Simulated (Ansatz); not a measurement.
Compare A (`B[Si](C)(F)[SiH3]`) with its isomer B (`BC([SiH3])[SiH2]F`).

Computed with Ansatz on PBE0-D4/def2-TZVP structures; ΔE is electronic, products minus reactants. CBS: MP2 limit from def2 TZ/QZ plus the TZ coupled-cluster correction, frozen cores. DFT in def2-TZVPP. B3LYP here is the variant with VWN-RPA as its local correlation; programs differ in this. One conformer a species, not always the lowest.

A:

Z-matrix (Å, degrees):
```
Si
C 1 1.870
F 1 1.616 2 107.5
B 1 1.990 2 114.7 3 126.4
Si 1 2.364 2 109.7 3 -116.3
H 2 1.092 1 110.8 3 58.0
H 2 1.093 1 110.0 3 178.0
H 2 1.093 1 111.0 3 -62.3
H 4 1.195 1 123.6 2 -135.5
H 4 1.198 1 118.6 2 50.1
H 5 1.489 1 109.8 2 61.9
H 5 1.489 1 109.4 2 -57.2
H 5 1.488 1 111.9 2 -177.3
```

B:

Z-matrix (Å, degrees):
```
C
Si 1 1.892
Si 1 1.861 2 103.9
B 1 1.536 2 109.6 3 -117.5
H 1 1.095 2 107.9 3 117.1
H 2 1.490 1 109.8 3 -37.8
H 2 1.483 1 110.6 3 82.0
H 2 1.484 1 109.5 3 -156.9
F 3 1.603 1 110.5 2 -165.1
H 3 1.482 1 110.4 2 76.5
H 3 1.483 1 110.0 2 -46.6
H 4 1.196 1 121.7 2 -117.8
H 4 1.200 1 119.6 2 62.1
```

(1) Which is lower in electronic energy at CCSD(T)/CBS, and by how much? (An estimate is asked.)

(2) Give E(B) − E(A) in kJ/mol with B3LYP-D4, CCSD/def2-TZVPP, HF/def2-TZVPP, PBE-D4, MP2/def2-TZVPP, PBE0-D4, ωB97M-V. (An estimate is asked.)

Largest T1 diagnostic: 0.013.

Answers

(1) The calculation gave: B, by 65.0 kJ/mol.

(2) Ansatz gave: B3LYP-D4 -54.3, CCSD/def2-TZVPP -64.2, HF/def2-TZVPP -64.5, PBE-D4 -42.0, MP2/def2-TZVPP -79.8, PBE0-D4 -50.2, ωB97M-V -70.7. None reverses the order clearly.

The D4 term adds −4.0 kJ/mol with B3LYP and −1.8 kJ/mol with PBE0; it sums over pairs of atoms, weighted by their polarisabilities, and B3LYP, whose exchange is more repulsive, gets the larger term. From PBE to PBE0 (25 % exact exchange), in def2-TZVPP and without D4, E(B) − E(A) moves by −8.8 kJ/mol.
